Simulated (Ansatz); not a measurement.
Relaxation of Cl2GaH3 (6 atoms, charge 0, multiplicity 1), to a largest force component of 0.03 eV/Å in at most 50 steps.

These are results of RKS PBE/def2-SVP in Ansatz 0.2.0, not measurements.

```xyz
6
Properties=species:S:1:pos:R:3:forces:R:3
Ga -0.038 -0.513 -0.477 0.03 0.13 0.08
Cl -0.015 -0.173 2.941 -0.09 -0.66 -0.65
H 1.272 0.251 -0.865 -0.01 0.00 -0.01
Cl -1.911 0.248 -1.254 0.00 0.00 0.00
H -0.182 -1.835 0.366 -0.02 -0.14 0.02
H -0.149 -1.232 2.127 0.08 0.67 0.55
```

Task: Where does it end, and by what steps?

Result: The forces met the threshold. The force dipped under the threshold on the way, but the program's further checks kept it going. After 30 steps the energy has fallen by 0.308 eV; H6 moved furthest, 1.34 Å. Joined: Ga1–Cl2 (3.43 → 2.68 Å).

```csv
step,energy less start (eV),largest force component (eV/Å),accepted
0,0.0000,0.668,yes
2,-0.0526,0.606,yes
4,-0.0784,0.774,yes
6,-0.1356,0.229,yes
8,-0.1471,0.090,yes
10,-0.1558,0.017,yes
12,-0.1573,0.132,yes
14,-0.1603,0.162,yes
16,-0.1626,0.062,yes
18,-0.1654,0.274,yes
20,-0.1903,0.178,yes
22,-0.2040,0.164,yes
24,-0.2389,0.518,yes
26,-0.2848,0.447,yes
28,-0.3064,0.069,yes
30,-0.3076,0.027,yes
```

```xyz
6
Properties=species:S:1:pos:R:3
Ga 0.195 -0.712 -0.292
Cl 0.234 -0.553 2.384
H 1.166 0.460 -0.667
Cl -1.926 0.006 0.023
H 0.269 -2.265 -0.487
H -0.962 -0.191 1.877
```

The run took 69 s on 1 thread of Arm Neoverse V1, on a shared host, peak memory 0.12 GiB.
